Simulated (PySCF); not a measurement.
Sn(H)(OH)2(NH2) (H5NO2Sn), SMILES [NH2][SnH]([OH])[OH].

Geometry: B3LYP-D3(BJ)/def2-SVP. The structure was generated by enumeration; whether it is a known compound was not checked. The def2 effective core potentials stand for the cores of Sn; spin–orbit coupling is left out. Other conformers were not sampled.

Calculation: PySCF 2.14.0 with IEF-PCM-ωB97X/def2-SVP.

The values are the electrostatic part of the solvation free energy, E(continuum) − E(gas) at the gas-phase geometry, in a cavity of scaled van der Waals radii (PySCF's table); cavitation and dispersion terms are not included. A continuum can't describe solvent molecules that bind to the metal. In vacuum the orbital gap is 11.76 eV. The dipole moment in vacuum is 1.37 D.

Computed values in water (ε = 78.36), dimethylsulfoxide (ε = 46.83), ethylethanoate (ε = 5.99):
| solvent | ε | ΔG(elec) (kcal/mol) | dipole (D) | gap (eV) |
|---|---|---|---|---|
| water | 78.36 | -10.5 | 1.70 | 11.82 |
| dimethylsulfoxide | 46.83 | -10.3 | 1.69 | 11.82 |
| ethylethanoate | 5.99 | -8.1 | 1.62 | 11.81 |
